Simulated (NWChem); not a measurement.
Molecule: C3H3Cl2F; SMILES ClC1(Cl)C[C@H]1F

Computed with NWChem. Each level has its own optimisation; frequencies are unscaled. Brackets give each atom's bonded neighbours.

| level | r C–F (Å) | r C–C [C(CCFH)–C(CCHH)] (Å) | r C–C [C(CCClCl)–C(CCFH)] (Å) | r C–H [C(CCFH)–H(C)] (Å) | highest harmonic frequency (cm⁻¹) | lowest (cm⁻¹) | zero-point energy (kcal/mol) | dipole (D) |
|---|---|---|---|---|---|---|---|---|
| Hartree-Fock/STO-3G | 1.366 | 1.517 | 1.523 | 1.093 | 3810 | 165 | 40.7 | 2.69 |
| B3LYP/3-21G | ___ | ___ | ___ | ___ | ___ | 159 | ___ | ___ |
| PBE-D3(BJ)/def2-SVP | 1.358 | 1.512 | 1.509 | 1.104 | 3178 | 161 | 33.3 | 1.80 |

### Question
Some entries are withheld; supply them.

### Answer

- B3LYP/3-21G, r C–F (Å): 1.384
- B3LYP/3-21G, r C–C [C(CCFH)–C(CCHH)] (Å): 1.532
- B3LYP/3-21G, r C–C [C(CCClCl)–C(CCFH)] (Å): 1.496
- B3LYP/3-21G, r C–H [C(CCFH)–H(C)] (Å): 1.083
- B3LYP/3-21G, highest harmonic frequency (cm⁻¹): 3276
- B3LYP/3-21G, zero-point energy (kcal/mol): 34.2
- B3LYP/3-21G, dipole (D): 2.60
